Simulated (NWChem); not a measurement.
System: LaF₃; SMILES [F][La]([F])[F]

Computed with NWChem. Coordinates come from a PBE0/def2-SVP optimisation. def2 effective core potentials on La; no spin-orbit coupling. B3LYP is NWChem's, with the RPA form of VWN correlation. Vertical excitations in the gas phase; the lowest state need not have the same character in each row.

| level | lowest excitation, singlet (eV) | oscillator strength of that lowest state | orbital gap (eV) |
|---|---|---|---|
| PBE/def2-SVPD, full TDDFT | 5.40 | 0.002 | 5.38 |
| B3LYP/def2-SVPD, full TDDFT | 6.24 | 0.002 | 7.28 |
| PBE0/def2-SVPD, full TDDFT | 6.61 | 0.002 | 7.91 |
